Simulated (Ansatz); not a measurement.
Consider the ligand exchange at the Si–O bond: `O[SiH2]CC[SiH3]` + H–F → `F[SiH2]CC[SiH3]` + H₂O.

Isolated molecules relaxed with PBE0-D4/def2-TZVP in Ansatz; ΔE leaves out vibrations. CCSD(T)/CBS is the MP2 limit (def2-TZVPP, def2-QZVPP) plus CCSD(T) − MP2 in def2-TZVPP, frozen cores. This one scheme is used for every species. DFT in def2-TZVPP. HSE06 is defined as in plane-wave codes. One conformer a species, not always the lowest.

`O[SiH2]CC[SiH3]`:

Cartesian coordinates in Å:
```
O -0.609 -2.201 -0.539
Si -0.908 -1.367 0.853
C -0.965 0.490 0.607
C 0.381 1.183 0.358
Si 1.238 0.764 -1.259
H 0.261 -2.106 -0.930
H -2.232 -1.846 1.320
H 0.131 -1.668 1.882
H -1.431 0.900 1.512
H -1.665 0.701 -0.209
H 0.254 2.272 0.365
H 1.082 0.962 1.172
H 2.431 1.630 -1.450
H 0.317 0.937 -2.413
H 1.716 -0.652 -1.268
```

H–F:

```xyz
2

F     0.371   -0.271    0.023
H    -0.371    0.271   -0.023
```

`F[SiH2]CC[SiH3]`:

Cartesian coordinates in Å:
```
F -2.626 0.009 -0.501
Si -1.369 0.836 -1.060
C 0.121 -0.282 -1.093
C 0.442 -1.014 0.218
Si 1.020 0.069 1.643
H -1.704 1.295 -2.432
H -1.184 2.008 -0.169
H 0.973 0.329 -1.417
H -0.044 -1.007 -1.899
H -0.428 -1.584 0.558
H 1.233 -1.753 0.046
H 2.149 0.933 1.198
H 1.486 -0.789 2.765
H -0.069 0.949 2.143
```

H₂O:

Z-matrix (Å, degrees):
```
O
H 1 0.960
H 1 0.960 2 105.1
```

(1) Is it downhill or uphill in electronic energy at CCSD(T)/CBS, and by how much? (An estimate is asked.)

(2) What do these levels give: B97M-V, ωB97X-V, PBE-QIDH, r2SCAN, PBE0, HSE06, BHLYP, RPA@PBE/def2-TZVPP, HF/def2-TZVPP, SCS-MP2/def2-TZVPP, HF/def2-QZVPP, SCS-MP2/def2-QZVPP? (Best estimate.)

Largest T1 diagnostic among the species: 0.011.

Results:

(1) The calculation gave: Downhill: ΔE = -0.45 eV.

(2) Computed: B97M-V -0.46, ωB97X-V -0.46, PBE-QIDH -0.43, r2SCAN -0.46, PBE0 -0.44, HSE06 -0.44, BHLYP -0.50, RPA@PBE/def2-TZVPP -0.45, HF/def2-TZVPP -0.55, SCS-MP2/def2-TZVPP -0.45, HF/def2-QZVPP -0.56, SCS-MP2/def2-QZVPP -0.46 eV.

Leaving LDA and LC-ωPBE aside and taking each functional with its dispersion term where it has one, the values, not all of them listed here, spread over 0.07 eV, from B2PLYP to revPBE-D4. LDA lies +0.08 eV from PBE without D4. The D4 term adds +0.05 eV with B3LYP and +0.03 eV with PBE0; it sums over pairs of atoms, weighted by their polarisabilities, and B3LYP, whose exchange is more repulsive, gets the larger term.

B3LYP here is the variant with VWN-RPA as its local correlation; programs differ in this.
